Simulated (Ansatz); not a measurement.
Two structures of C2H10Ge, closed shell, reached by relaxing down either side of one saddle point (PBE0-D4/def2-TZVP). Energies are electronic, without zero-point energy. Ansatz 0.2.0; basis: def2-TZVPP and def2-QZVPP; cores frozen in the correlated methods. Filled d shells of the heavier atoms are correlated. The def2 sets are not built for correlating such inner shells, so the correlated values are less sure here. Extrapolation: Hartree–Fock as exp(−7.88 √X), correlation as X^−2.97. First:

```csv
atom,x (Å),y (Å),z (Å)
Ge1,-0.5830,-0.6771,0.4533
C2,0.0903,0.8392,1.4864
H3,0.4812,-1.7961,0.4233
H4,-1.8464,-1.2480,1.1323
C5,-1.0091,-0.1296,-1.3739
H6,2.8861,0.1371,-1.1569
H7,2.5925,-0.4692,-0.8350
H8,0.9946,1.2386,1.0247
H9,-0.6587,1.6319,1.5253
H10,0.3269,0.5362,2.5071
H11,-1.7697,0.6529,-1.3658
H12,-1.3873,-0.9740,-1.9515
H13,-0.1175,0.2581,-1.8692
```

Second:

```
atom    x (Å)    y (Å)    z (Å)
 Ge1  -0.0854  -1.6758  -0.4028
  C2   0.6816   1.6684   1.5528
  H3  -0.2935  -3.0842  -0.9895
  H4  -0.7879  -1.6095   0.9651
  C5  -0.8109  -0.3250  -1.6118
  H6   1.2380   1.6961   0.6160
  H7   1.4228  -1.4550  -0.1893
  H8   0.9919   2.5016   2.1826
  H9  -0.3860   1.7476   1.3482
 H10   0.8834   0.7288   2.0663
 H11  -0.6609   0.6723  -1.1976
 H12  -1.8795  -0.4855  -1.7592
 H13  -0.3136  -0.3798  -2.5808
```

Question: Which bonds change from the first to the second?

Answer: C₂H₈Ge ([CH3][GeH2][CH3]) + H₂ → CH₆Ge ([CH3][GeH3]) + CH₄; bonds formed: Ge1–H7, C2–H6; bonds broken: Ge1–C2, H6–H7.

Question: Give the saddle point's structure and its height above each. (Judge from chemistry; the value comes from the calculation.)

Answer: By the calculation: 3.477 eV above the first and 3.878 eV above the second (CCSD(T) at an estimated basis limit (MP2 extrapolated from triple and quadruple zeta, plus CCSD(T) − MP2 in triple zeta)).
Ge1  (-0.120, -0.752, 0.042)
C2  (0.547, 0.926, 1.468)
H3  (0.619, -2.070, 0.321)
H4  (-1.370, -0.759, 1.012)
C5  (-0.878, -0.350, -1.707)
H6  (1.140, 0.418, 0.335)
H7  (1.527, -0.092, -0.624)
H8  (1.442, 1.564, 1.504)
H9  (-0.333, 1.559, 1.358)
H10  (0.496, 0.337, 2.383)
H11  (-0.958, 0.733, -1.814)
H12  (-1.878, -0.783, -1.779)
H13  (-0.235, -0.731, -2.498)
(Å)

The T1 diagnostic stays at or below 0.011.

Labels in which every atom is bracketed show which atoms are joined, not bond orders.

For scale, one of the runs: CCSD(T)/def2-TZVPP, 250 basis functions, launched by `ansatz run in.yaml --threads 8 --pin off --events-out ev --progress --plain --max-ram 19148MiB`. Hardware: 8 CPU threads of an Intel Xeon 6975P-C, shared host. Wall time 19 s; peak host memory 5.8 GiB.
